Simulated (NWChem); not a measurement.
All runs are NWChem calculations. System: propylene glycol (C3H8O2), charge 0, spin multiplicity 1, at a geometry optimised with PBE0/def2-SVP. Level: LDA (SVWN5)/def2-SVP.

Output (cleaned and shortened):

```
             Northwest Computational Chemistry Package (NWChem) 7.3.0
             --------------------------------------------------------

                                NWChem Input Module
                                -------------------

 Scaling coordinates for geometry "geometry" by  1.889725989
 (inverse scale =  0.529177249)

                             Geometry "geometry" -> ""
                             -------------------------

 Output coordinates in angstroms (scale by  1.889725989 to convert to a.u.)

  No.       Tag          Charge          X              Y              Z
 ---- ---------------- ---------- -------------- -------------- --------------
    1 C                    6.0000     1.82454400     0.14746900     0.38415700
    2 C                    6.0000     0.43679600     0.28361500    -0.20661100
    3 O                    8.0000    -0.30700900     1.32319000     0.40928700
    4 C                    6.0000    -0.38491200    -0.99767700    -0.14408400
    5 O                    8.0000    -1.67250200    -0.78058200    -0.63086200
    6 H                    1.0000     2.35806200     1.10775300     0.33834900
    7 H                    1.0000     1.77473100    -0.16817600     1.44062900
    8 H                    1.0000     2.41743800    -0.60419000    -0.15878400
    9 H                    1.0000     0.50852100     0.58412900    -1.26568100
   10 H                    1.0000    -0.26491600     1.18678000     1.36408400
   11 H                    1.0000     0.08989700    -1.79051000    -0.74585600
   12 H                    1.0000    -0.39298000    -1.35839800     0.91084100
   13 H                    1.0000    -1.91323700     0.10130000    -0.31174300

 Effective nuclear repulsion energy (a.u.)     196.0748157075

            Nuclear Dipole moment (a.u.)
            ----------------------------
        X                 Y               Z
 ---------------- ---------------- ----------------
    -0.0000075589    -0.0000113384     0.0000207870


 Summary of "ao basis" -> "" (spherical)
 ------------------------------------------------------------------------------
       Tag                 Description            Shells   Functions and Types
 ---------------- ------------------------------  ------  ---------------------
 *                          def2-svp                  on all atoms

                                 NWChem DFT Module
                                 -----------------
[...]
 Vector   20  Occ=2.000000D+00  E=-2.461141D-01
              MO Center= -2.9D-01,  5.2D-01,  1.4D-01, r^2= 2.6D+00
   Bfn.  Coefficient  Atom+Function         Bfn.  Coefficient  Atom+Function
  ----- ------------  ---------------      ----- ------------  ---------------
    32      0.386629   3 O  px               33      0.327217   3 O  py
    35      0.287062   3 O  px               36      0.261804   3 O  py
    62     -0.206750   5 O  pz               47      0.205005   4 C  py
    96     -0.154919  11 H  s                 4      0.148541   1 C  px
    97     -0.147492  11 H  s                65     -0.139527   5 O  pz

 Vector   21  Occ=2.000000D+00  E=-2.108615D-01
              MO Center= -1.1D+00, -6.4D-01, -3.4D-01, r^2= 2.0D+00
   Bfn.  Coefficient  Atom+Function         Bfn.  Coefficient  Atom+Function
  ----- ------------  ---------------      ----- ------------  ---------------
    62      0.454788   5 O  pz               65      0.341734   5 O  pz
    60     -0.225383   5 O  px              101     -0.218842  12 H  s
    61     -0.213473   5 O  py              102     -0.208543  12 H  s
    63     -0.183100   5 O  px               64     -0.160881   5 O  py
    19     -0.146515   2 C  py                3     -0.143685   1 C  s

 Vector   22  Occ=0.000000D+00  E= 1.088075D-02
              MO Center=  3.0D-01,  3.1D-01,  1.0D+00, r^2= 5.2D+00
   Bfn.  Coefficient  Atom+Function         Bfn.  Coefficient  Atom+Function
  ----- ------------  ---------------      ----- ------------  ---------------
     3      0.999970   1 C  s                92     -0.877813  10 H  s
    45      0.632648   4 C  s                77     -0.601528   7 H  s
    82     -0.554630   8 H  s                31      0.507728   3 O  s
   102     -0.508471  12 H  s                97     -0.425612  11 H  s
    17      0.371767   2 C  s                72     -0.345033   6 H  s

 Vector   23  Occ=0.000000D+00  E= 4.750368D-02
              MO Center=  7.4D-01,  1.4D-01,  3.0D-02, r^2= 6.9D+00
   Bfn.  Coefficient  Atom+Function         Bfn.  Coefficient  Atom+Function
  ----- ------------  ---------------      ----- ------------  ---------------
     3      1.555081   1 C  s                72     -0.860259   6 H  s
    82     -0.793392   8 H  s                87     -0.638696   9 H  s
    92      0.584397  10 H  s                77     -0.568513   7 H  s
    97     -0.533077  11 H  s                17      0.525110   2 C  s
    31     -0.494967   3 O  s                59     -0.470770   5 O  s

 Vector   24  Occ=0.000000D+00  E= 5.696314D-02
              MO Center=  5.3D-01, -1.9D-01,  1.7D-02, r^2= 5.9D+00
   Bfn.  Coefficient  Atom+Function         Bfn.  Coefficient  Atom+Function
  ----- ------------  ---------------      ----- ------------  ---------------
    87     -1.083812   9 H  s                77      1.032748   7 H  s
   102      0.599909  12 H  s                17      0.581517   2 C  s
    97     -0.544797  11 H  s                 3     -0.530330   1 C  s
    23     -0.527252   2 C  pz                9     -0.480297   1 C  pz
    82     -0.455061   8 H  s               107     -0.383237  13 H  s

 center of mass
 --------------
 x =  -0.11260046 y =   0.02313747 z =  -0.03872236

 moments of inertia (a.u.)
 ------------------
         279.147674067178         -88.512026154703         -88.995259354458
         -88.512026154703         455.700580221283         -69.433318050162
         -88.995259354458         -69.433318050162         600.844359144865

     Multipole analysis of the density
     ---------------------------------

     L   x y z        total         alpha         beta         nuclear
     -   - - -        -----         -----         ----         -------
     0   0 0 0     -0.000000    -21.000000    -21.000000     42.000000

     1   1 0 0      0.699402      0.349705      0.349705     -0.000008
     1   0 1 0      0.110404      0.055207      0.055207     -0.000011
     1   0 0 1      0.651071      0.325525      0.325525      0.000021

     2   2 0 0    -24.482038   -126.239195   -126.239195    227.996352
     2   1 1 0     -1.933804    -23.948338    -23.948338     45.962873
     2   1 0 1     -1.716563    -25.087291    -25.087291     48.458019
     2   0 2 0    -25.651328    -73.351483    -73.351483    121.051638
     2   0 1 1      0.320728    -18.226075    -18.226075     36.772878
     2   0 0 2    -22.072031    -34.160559    -34.160559     46.249087

 Task  times  cpu:        4.9s     wall:        4.9s

 Total times  cpu:        4.9s     wall:        4.9s
```

**Question.** Write an NWChem input that would produce this output.

**Answer.** One answer among several that fit: 
```
start mol
memory heap 200 mb stack 900 mb global 1100 mb
geometry units angstroms nocenter noautoz noautosym
  C      1.824544     0.147469     0.384157
  C      0.436796     0.283615    -0.206611
  O     -0.307009     1.323190     0.409287
  C     -0.384912    -0.997677    -0.144084
  O     -1.672502    -0.780582    -0.630862
  H      2.358062     1.107753     0.338349
  H      1.774731    -0.168176     1.440629
  H      2.417438    -0.604190    -0.158784
  H      0.508521     0.584129    -1.265681
  H     -0.264916     1.186780     1.364084
  H      0.089897    -1.790510    -0.745856
  H     -0.392980    -1.358398     0.910841
  H     -1.913237     0.101300    -0.311743
end
basis spherical
  * library def2-svp
end
dft
  xc slater vwn_5
  semidirect memsize 60000000 filesize 0
  iterations 100
end
task dft energy
```
